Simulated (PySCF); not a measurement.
# What a mistake does to a calculation on AlClH4NSi

These are calculations, not measurements. The program is PySCF 2.14.0, an open-source quantum chemistry code, run on an isolated molecule that a program drew, which may never have been made. The molecule is AlClH4NSi (charge 0, doublet), drawn as the SMILES string `[AlH][NH][SiH2]Cl`.

Each row is a Hartree-Fock (HF) and frozen-core CCSD(T) single point in the cc-pV(D+d)Z basis, meant for a local HF minimum. Run 1 is clean. Each other run has one planted mistake out of seven kinds, and not every kind appears here: one electron removed, one electron added, multiplicity raised by two, geometry at a saddle point, minimal basis STO-3G, one bond length entered in bohr, all coordinates scaled. The reference is restricted for singlets and unrestricted otherwise, and also for a bond in bohr. Adding or removing an electron swaps singlet and doublet. Electrons count all cores. HOMO and LUMO are orbital energies over both spins, the gradient is its largest component, and the lowest frequency (negative if imaginary) is given only where the gradient is small. Bond lengths are over the 7 bonds as drawn. T1 is the CCSD diagnostic: over 0.02 (restricted) or 0.045 (unrestricted) a single reference is doubtful.

Geometry of the clean run:
```xyz
8
AlClH4NSi, angstrom
Al   -0.1771    2.5429   -0.6387
N    -0.6199    0.7994   -0.5260
Si   -0.0915   -0.4255    0.5472
Cl   -1.5127   -0.8463    2.0164
H     0.9369    3.0503    0.3726
H    -1.3418    0.4881   -1.1581
H     0.1276   -1.7066   -0.1450
H     1.1171    0.0292    1.2489
```

| run | electrons | basis functions | <S^2> | HOMO (eV) | LUMO (eV) | gradient (hartree/bohr) | lowest frequency (cm^-1) | mean bond (Å) | longest bond (Å) | T1 | HF (hartree) | CCSD(T) (hartree) | mistake |
|---|---|---|---|---|---|---|---|---|---|---|---|---|---|
| 1 | 55 | 103 | 0.754 | -8.53 | 0.96 | 4.2e-06 | 50 | 1.5915 | 2.087 | 0.0134 | -1047.22839 | -1047.73774 | no fault |
| 2 | 55 | 103 | 1.682 | -8.11 | -0.65 | 8.7e-03 | - | 1.8567 | 3.944 | 0.0444 | -1047.09369 | -1047.58278 | one bond length entered in bohr |
| 3 | 55 | 103 | 0.759 | -8.87 | 0.52 | 4.4e-02 | - | 1.7251 | 2.262 | 0.0165 | -1047.18275 | -1047.70353 | all coordinates scaled |
| 4 | 55 | 36 | 0.756 | -5.16 | 7.11 | 2.7e-02 | - | 1.5915 | 2.087 | 0.0135 | -1035.31991 | -1035.46435 | minimal basis STO-3G |
| 5 | 56 | 103 | 0.000 | -0.50 | 6.71 | 5.0e-02 | - | 1.5915 | 2.087 | 0.0141 | -1047.21785 | -1047.76027 | one electron added |
| 6 | 55 | 103 | 3.760 | -5.21 | -1.63 | 9.7e-02 | - | 1.5915 | 2.087 | 0.0161 | -1047.06958 | -1047.54547 | ? |

**Which mistake was planted in run 6, and what did it cost?**

Electrons, basis and geometry are unchanged, and <S^2> is 3.760, beside S(S+1) = 3.75 for a multiplicity of 4. So the mistake is: multiplicity raised by two. Subtracting run 1 and multiplying by 627.51 kcal/mol a hartree, the energy moved by 99.7 kcal/mol in HF and 120.7 kcal/mol in CCSD(T).

